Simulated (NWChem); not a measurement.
H$_{2}$PO$_{3}$, doublet; SMILES [P](O)(O)=O

```xyz
6

O      0.7606    -1.3576     0.2825
P      0.1201    -0.1579    -0.3201
O     -1.4175     0.1700     0.1530
O      0.7996     1.2604     0.0802
H     -1.9562    -0.6322     0.1942
H      0.1523     1.9796     0.0816
```
Atoms are numbered in this order, from 1.

All runs: NWChem. Spin-unrestricted. Structure relaxed at the PBE0/def2-SVP, spin-unrestricted level. No stability test was run on the SCF state. B3LYP is NWChem's, with the RPA form of VWN correlation. Fermi-contact couplings, non-relativistic, static geometry.

Q: What does the run give for B3LYP/pcJ-1? Quantities: A(iso) 17O atom 1 (MHz); A(iso) 31P atom 2 (MHz); A(iso) 17O atom 3 (MHz); A(iso) 17O atom 4 (MHz); A(iso) 1H atom 5 (MHz); A(iso) 1H atom 6 (MHz); <S²>.

A: The A(iso) 17O atom 1 (MHz) is -19.0 and the A(iso) 31P atom 2 (MHz) is 1900. The A(iso) 17O atom 3 (MHz) is -50.6 and the A(iso) 17O atom 4 (MHz) is -57.0. The A(iso) 1H atom 5 (MHz) is -9.2 and the A(iso) 1H atom 6 (MHz) is -5.7. The <S²> comes out as 0.753.
